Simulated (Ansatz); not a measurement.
Gas-phase electronic energies from Ansatz, PBE0-D4/def2-TZVP geometries. CBS: MP2 limit from def2 TZ/QZ plus the TZ coupled-cluster correction, frozen cores. DFT in def2-TZVPP. Elements past krypton have def2 core potentials. For In outer-core shells are correlated without core-valence functions, which leaves a few kJ/mol of doubt a bond. Each species was taken in one conformer, which may not be the lowest.

Consider the substitution at a C–In bond: `C#[C][InH][NH2]` + `CNCN` → `C#CN(C)CN` + `[NH2][InH2]`.

**Question.** Is it downhill or uphill in electronic energy at CCSD(T)/CBS, and by how much? (Best estimate.)

**Answer.** Ansatz gave: Uphill: ΔE = +71.6 kJ/mol.

**Question.** What do these levels give: PBE-D4, ωB97M-V, r2SCAN, HF/def2-TZVPP, MP2/def2-QZVPP, CCSD/CBS(def2)? (Estimate.)

**Answer.** Computed: PBE-D4 42.6, ωB97M-V 59.3, r2SCAN 50.6, HF/def2-TZVPP 70.2, MP2/def2-QZVPP 70.5, CCSD/CBS(def2) 72.6 kJ/mol.

Largest T1 diagnostic among the species: 0.016.

The D4 term adds −5.0 kJ/mol with B3LYP and −2.9 kJ/mol with PBE0; it sums over pairs of atoms, weighted by their polarisabilities, and B3LYP, whose exchange is more repulsive, gets the larger term. From PBE to PBE0 (25 % exact exchange), in def2-TZVPP and without D4, ΔE moves by +4.4 kJ/mol.

B3LYP here is the variant with VWN-RPA as its local correlation; programs differ in this.
